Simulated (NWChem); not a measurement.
System: CH₇AlSi; SMILES [CH3][AlH][SiH3]

Input file for NWChem:

```
start job
memory heap 200 mb stack 900 mb global 1100 mb
geometry units angstroms noautosym
  Al    -0.714454    -0.674575     0.013094
  H     -2.292909    -0.905970     0.120626
  C      0.517581    -2.198376    -0.022618
  H      0.925547    -2.352986     1.042279
  H      1.422044    -1.995087    -0.695292
  H      0.010031    -3.162623    -0.346357
  Si     0.183768     1.620299    -0.017604
  H      1.130214     1.826253    -1.164864
  H      0.968263     1.899586     1.232816
  H     -0.874617     2.676738    -0.117721
end
basis spherical
  * library def2-svp
end
dft
  xc pbe0
  grid fine
  iterations 150
end
driver
  maxiter 120
  tight
end
task dft optimize
task dft freq
```

Excerpt of the output:

```
             Northwest Computational Chemistry Package (NWChem) 7.3.0
             --------------------------------------------------------

                             Geometry "geometry" -> ""
                             -------------------------

 Output coordinates in angstroms (scale by  1.889725989 to convert to a.u.)

  No.       Tag          Charge          X              Y              Z
 ---- ---------------- ---------- -------------- -------------- --------------
    1 Al                  13.0000    -0.65642673    -0.64233415     0.01660538
    2 H                    1.0000    -2.23488173    -0.87372915     0.12413738
    3 C                    6.0000     0.57560828    -2.16613515    -0.01910663
    4 H                    1.0000     0.98357428    -2.32074515     1.04579038
    5 H                    1.0000     1.48007128    -1.96284615    -0.69178063
    6 H                    1.0000     0.06805828    -3.13038215    -0.34284563
    7 Si                  14.0000     0.24179528     1.65253985    -0.01409263
    8 H                    1.0000     1.18824128     1.85849385    -1.16135263
    9 H                    1.0000     1.02629028     1.93182685     1.23632738
   10 H                    1.0000    -0.81658973     2.70897885    -0.11420963

 Effective nuclear repulsion energy (a.u.)     127.0863791669

                                Z-matrix (autoz)
                                --------

 Units are Angstrom for bonds and degrees for angles

      Type          Name      I     J     K     L     M      Value
      ----------- --------  ----- ----- ----- ----- ----- ----------
    1 Stretch                  1     2                       1.59895
    2 Stretch                  1     3                       1.95989
    3 Stretch                  1     7                       2.46459
    4 Stretch                  3     4                       1.15080
    5 Stretch                  3     5                       1.14537
    6 Stretch                  3     6                       1.13674
    7 Stretch                  7     8                       1.50146
    8 Stretch                  7     9                       1.50233
    9 Stretch                  7    10                       1.49875
   10 Bend                     1     3     4               108.08613
   11 Bend                     1     3     5               111.66088
   12 Bend                     1     3     6               112.58316
   13 Bend                     1     7     8               111.52905
   14 Bend                     1     7     9               110.67375
   15 Bend                     1     7    10               113.56596
   16 Bend                     2     1     3               120.61577
   17 Bend                     2     1     7               119.69417
   18 Bend                     3     1     7               119.64504
   19 Bend                     4     3     5               106.70004
   20 Bend                     4     3     6               107.93018
   21 Bend                     5     3     6               109.62594
   22 Bend                     8     7     9               106.33862
   23 Bend                     8     7    10               107.30206
   24 Bend                     9     7    10               107.05660
   25 Torsion                  2     1     3     4         -97.74052
   26 Torsion                  2     1     3     5         145.19642
   27 Torsion                  2     1     3     6          21.37583
   28 Torsion                  2     1     7     8        -129.29112
   29 Torsion                  2     1     7     9         112.53900
   30 Torsion                  2     1     7    10          -7.89998
   31 Torsion                  3     1     7     8          53.13356
   32 Torsion                  3     1     7     9         -65.03633
   33 Torsion                  3     1     7    10         174.52470
   34 Torsion                  4     3     1     7          79.81203
   35 Torsion                  5     3     1     7         -37.25103
   36 Torsion                  6     3     1     7        -161.07162

                           NWChem Geometry Optimization
                           ----------------------------

 maximum gradient threshold         (gmax) =   0.000015
 rms gradient threshold             (grms) =   0.000010
 maximum cartesian step threshold   (xmax) =   0.000060
 rms cartesian step threshold       (xrms) =   0.000040
 fixed trust radius                (trust) =   0.300000
 source of zmatrix                         =   autoz

          -------------------
          Energy Minimization
          -------------------

 Using diagonal initial Hessian
 Scaling for Hessian diagonals: bonds = 1.00  angles = 0.25  torsions = 0.10

          --------
          Step   0

                                 NWChem DFT Module
                                 -----------------

 Summary of "ao basis" -> "ao basis" (spherical)
 ------------------------------------------------------------------------------
       Tag                 Description            Shells   Functions and Types
 ---------------- ------------------------------  ------  ---------------------
 Al                         def2-svp                 8       18   4s3p1d
 H                          def2-svp                 3        5   2s1p
 C                          def2-svp                 6       14   3s2p1d
 Si                         def2-svp                 8       18   4s3p1d

            General Information
            -------------------
          SCF calculation type: DFT
          Wavefunction type:  closed shell.
          No. of atoms     :    10
          No. of electrons :    40
           Alpha electrons :    20
            Beta electrons :    20
          Charge           :     0
          Spin multiplicity:     1
          Use of symmetry is: off; symmetry adaption is: off
          Maximum number of iterations: 150
          AO basis - number of functions:    85
                     number of shells:    43
          Convergence on energy requested:  1.00D-06
          Convergence on density requested:  1.00D-05
          Convergence on gradient requested:  5.00D-04

              XC Information
              --------------
                         PBE0 Method XC Functional
                     Hartree-Fock (Exact) Exchange  0.250
          PerdewBurkeErnzerhof Exchange Functional  0.750
            Perdew 1991 LDA Correlation Functional  1.000 local
           PerdewBurkeErnz. Correlation Functional  1.000 non-local

             Grid Information
             ----------------
          Grid used for XC integration:  fine
          Radial quadrature: Mura-Knowles
          Angular quadrature: Lebedev.
          Tag              B.-S. Rad. Rad. Pts. Rad. Cut. Ang. Pts.
          ---              ---------- --------- --------- ---------
          Al                  1.25      123          10.0       770
          H                   0.35       60          14.0       590
          C                   0.70       70          13.0       590
          Si                  1.10      123          12.0       770
          Grid pruning is: on
          Number of quadrature shells:   736
          Spatial weights used:  Erf1

      Superposition of Atomic Density Guess
      -------------------------------------

 Sum of atomic energies:        -571.64972514

      Non-variational initial energy
      ------------------------------

[...]

      ----------------------
      Optimization converged
      ----------------------

  Step       Energy      Delta E   Gmax     Grms     Xrms     Xmax
  ---- ---------------- -------- -------- -------- -------- --------
@   63    -573.72901894  1.0D-10  0.00000  0.00000  0.00002  0.00005
                                     ok       ok       ok       ok

                                Z-matrix (autoz)
                                --------

 Units are Angstrom for bonds and degrees for angles

      Type          Name      I     J     K     L     M      Value     Gradient
      ----------- --------  ----- ----- ----- ----- ----- ---------- ----------
    1 Stretch                  1     2                       1.59716    0.00000
    2 Stretch                  1     3                       1.95841   -0.00000
    3 Stretch                  1     7                       2.46336    0.00000
    4 Stretch                  3     4                       1.10431   -0.00000
    5 Stretch                  3     5                       1.10055   -0.00000
    6 Stretch                  3     6                       1.10432   -0.00000
    7 Stretch                  7     8                       1.49953    0.00000
    8 Stretch                  7     9                       1.50136    0.00000
    9 Stretch                  7    10                       1.50135    0.00000
   10 Bend                     1     3     4               110.34579   -0.00000
   11 Bend                     1     3     5               114.00815    0.00000
   12 Bend                     1     3     6               110.33727    0.00000
   13 Bend                     1     7     8               113.43849   -0.00000
   14 Bend                     1     7     9               111.07075    0.00000
   15 Bend                     1     7    10               111.08463    0.00000
   16 Bend                     2     1     3               118.78787    0.00000
   17 Bend                     2     1     7               117.87951   -0.00000
   18 Bend                     3     1     7               123.33262    0.00000
   19 Bend                     4     3     5               107.93213    0.00000
   20 Bend                     4     3     6               105.93424    0.00000
   21 Bend                     5     3     6               107.92697   -0.00000
   22 Bend                     8     7     9               107.18579    0.00000
   23 Bend                     8     7    10               107.19029   -0.00000
   24 Bend                     9     7    10               106.52069   -0.00000
   25 Torsion                  2     1     3     4         -58.30300    0.00000
   26 Torsion                  2     1     3     5        -179.94696    0.00000
   27 Torsion                  2     1     3     6          58.42221    0.00000
   28 Torsion                  2     1     7     8        -179.88989    0.00000
   29 Torsion                  2     1     7     9          59.30277    0.00000
   30 Torsion                  2     1     7    10         -59.06650    0.00000
   31 Torsion                  3     1     7     8           0.11191    0.00000
   32 Torsion                  3     1     7     9        -120.69543    0.00000
   33 Torsion                  3     1     7    10         120.93530    0.00000
   34 Torsion                  4     3     1     7         121.69519    0.00000
   35 Torsion                  5     3     1     7           0.05122    0.00000
   36 Torsion                  6     3     1     7        -121.57961    0.00000

                         Geometry "geometry" -> "geometry"
                         ---------------------------------

 Output coordinates in angstroms (scale by  1.889725989 to convert to a.u.)

  No.       Tag          Charge          X              Y              Z
 ---- ---------------- ---------- -------------- -------------- --------------
    1 Al                  13.0000    -0.49687990    -0.62378713     0.35576237
    2 H                    1.0000    -1.90868203    -0.83540647     1.07196102
    3 C                    6.0000     0.54470815    -2.20002173    -0.15992276
    4 H                    1.0000     0.75705484    -2.82613138     0.72460841
    5 H                    1.0000     1.50346266    -1.96381002    -0.64592848
    6 H                    1.0000    -0.03799918    -2.83648031    -0.84904947
    7 Si                  14.0000     0.25757967     1.68704099    -0.04301675
    8 H                    1.0000     1.59197092     1.77002541    -0.72205425
    9 H                    1.0000     0.36761886     2.44895382     1.24596349
   10 H                    1.0000    -0.72309323     2.43528432    -0.89885083

 Effective nuclear repulsion energy (a.u.)     127.2085896655

[...]

 Rotational Constants
 --------------------
 A=   0.552464 cm-1  (  0.794855 K)
 B=   0.089301 cm-1  (  0.128482 K)
 C=   0.080153 cm-1  (  0.115320 K)

 Temperature                      =   298.15K
 frequency scaling parameter      =   1.0000

 Zero-Point correction to Energy  =   41.377 kcal/mol  (  0.065938 au)
 Thermal correction to Energy     =   45.964 kcal/mol  (  0.073248 au)
 Thermal correction to Enthalpy   =   46.556 kcal/mol  (  0.074191 au)

 Total Entropy                    =   85.804 cal/mol-K
   - Translational                =   38.804 cal/mol-K (mol. weight =  74.0132)
   - Rotational                   =   25.503 cal/mol-K (symmetry #  =        1)
   - Vibrational                  =   21.497 cal/mol-K

 Cv (constant volume heat capacity) =   23.406 cal/mol-K
   - Translational                  =    2.979 cal/mol-K
   - Rotational                     =    2.979 cal/mol-K
   - Vibrational                    =   17.447 cal/mol-K

[normal modes left out]

 ----------------------------------------------------------------------------
 Normal Eigenvalue ||           Projected Infra Red Intensities
  Mode   [cm**-1]  || [atomic units] [(debye/angs)**2] [(KM/mol)] [arbitrary]
 ------ ---------- || -------------- ----------------- ---------- -----------
    1       -0.000 ||    0.000099           0.002         0.097       0.023
    2       -0.000 ||    0.000000           0.000         0.000       0.000
    3       -0.000 ||    0.000020           0.000         0.020       0.005
    4        0.000 ||    0.000112           0.003         0.109       0.026
    5        0.000 ||    0.000224           0.005         0.218       0.051
    6        0.000 ||    0.000339           0.008         0.331       0.077
    7       23.048 ||    0.000009           0.000         0.008       0.002
    8       25.668 ||    0.000026           0.001         0.025       0.006
    9      129.023 ||    0.004079           0.094         3.976       0.931
   10      337.651 ||    0.060615           1.398        59.091      13.837
   11      362.331 ||    0.003548           0.082         3.459       0.810
   12      425.081 ||    0.030172           0.696        29.413       6.887
   13      430.345 ||    0.003397           0.078         3.312       0.775
   14      570.070 ||    0.012806           0.295        12.484       2.923
   15      635.706 ||    0.060534           1.397        59.011      13.818
   16      657.523 ||    0.103832           2.395       101.221      23.702
   17      756.865 ||    0.323298           7.459       315.167      73.800
   18      861.313 ||    0.100853           2.327        98.316      23.022
   19      931.008 ||    0.037743           0.871        36.794       8.616
   20      936.223 ||    0.042294           0.976        41.230       9.655
   21     1207.024 ||    0.023336           0.538        22.749       5.327
   22     1414.276 ||    0.001610           0.037         1.570       0.368
   23     1421.046 ||    0.002903           0.067         2.830       0.663
   24     1904.020 ||    0.230936           5.328       225.128      52.717
   25     2193.233 ||    0.066699           1.539        65.021      15.226
   26     2198.442 ||    0.095078           2.194        92.686      21.704
   27     2207.500 ||    0.101119           2.333        98.576      23.083
   28     3039.720 ||    0.002015           0.046         1.964       0.460
   29     3128.198 ||    0.003336           0.077         3.252       0.762
   30     3161.914 ||    0.003182           0.073         3.102       0.726
 ----------------------------------------------------------------------------
```

Level: PBE0/def2-SVP.
